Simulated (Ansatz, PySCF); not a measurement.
Dimer: HCl (SMILES Cl) (first 2 atoms) with CH3F (SMILES CF); geometry from B3LYP-D3(BJ)/def2-TZVP, rigid monomers moved along the line of their centres of mass till H2···F4 is 1.74 Å.
(charge 0, multiplicity 1):
```csv
atom,x (Å),y (Å),z (Å)
Cl,0.1652,0.0521,-0.1361
H,0.2154,0.5086,1.0704
C,-0.4676,-0.5511,3.3348
F,0.0718,0.6291,2.8027
H,0.2488,-0.9604,4.0455
H,-1.4046,-0.3020,3.8307
H,-0.6394,-1.2491,2.5163
```

Counterpoise-corrected where a basis set is named; no monomer relaxation.

Frozen-core correlation. CBS(a, b) extrapolates the correlation energy as X⁻³ and adds the Hartree–Fock energy of set b.

The values were computed with Ansatz (a program for electronic structure) with Gaussian orbitals; PySCF for the dispersion terms. 

PBE/def2-TZVPPD gives -2.86 kcal/mol for the interaction energy.

Question: Predict the shift from PBE, with its sign, for: PBE-D3(BJ)/def2-TZVPPD, r2SCAN/def2-TZVPPD, PBE0/def2-TZVPPD, wB97M-V/def2-TZVPPD, MP2/CBS(aug-cc-pV(D+d)Z, aug-cc-pV(T+d)Z), CCSD(T)/CBS(aug-cc-pV(D+d)Z, aug-cc-pV(T+d)Z).

Answer: PBE-D3(BJ)/def2-TZVPPD -0.84; r2SCAN/def2-TZVPPD -0.72; PBE0/def2-TZVPPD 0.02; wB97M-V/def2-TZVPPD -0.32; MP2/CBS(aug-cc-pV(D+d)Z, aug-cc-pV(T+d)Z) -0.69; CCSD(T)/CBS(aug-cc-pV(D+d)Z, aug-cc-pV(T+d)Z) -0.34 kcal/mol. 1 of 6 lie above PBE; the widest gap is to PBE-D3(BJ)/def2-TZVPPD.
